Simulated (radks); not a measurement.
Exchange energies: the exact (Fock) value of the Kohn-Sham orbitals and density-functional approximations, in hartree. Species: Cs+ [Xe]; He [He]; Tc [Kr] 4d5 5s2. Method: non-relativistic Kohn-Sham, r2SCAN, spin-polarised, spherical densities, point nucleus; meta-GGA in the generalised Kohn-Sham scheme; computed with a radial shooting solver on a logarithmic mesh with Libxc functionals. Every spin shell is full or empty, so the densities are truly spherical. Functionals are evaluated on that one density, not self-consistently.

exact: Cs+ -183.986; He -1.02091; Tc -124.339
LDA: Cs+ -175.32; He -0.88097; Tc -117.92
revPBE: Cs+ -183.39; He -1.0261; Tc -124.02
PW91: Cs+ -183.92; He -1.0142; Tc -124.35
OPTX: Cs+ -186.36; He -1.0231; Tc -125.66
WC: Cs+ -182.41; He -0.98952; Tc -123.21
SOGGA: Cs+ -179.87; He -0.96291; Tc -121.36
G96: Cs+ -184.59; He -1.0258; Tc -124.75
EV93: Cs+ -183.26; He -1.0735; Tc -124.13
TPSS: Cs+ -183.35; He -1.0267; Tc -124.08
revTPSS: Cs+ -182.23; He -1.0260; Tc -123.25
SCAN: Cs+ -184.23; He -1.0270; Tc -124.61
r2SCAN: Cs+ -183.74; He -1.0270; Tc -124.26
MS2: Cs+ -182.83; He -1.0290; Tc -123.70
Tao-Mo: Cs+ -182.43; He -1.0290; Tc -123.41
MVS: Cs+ -184.09; He -1.0275; Tc -124.41
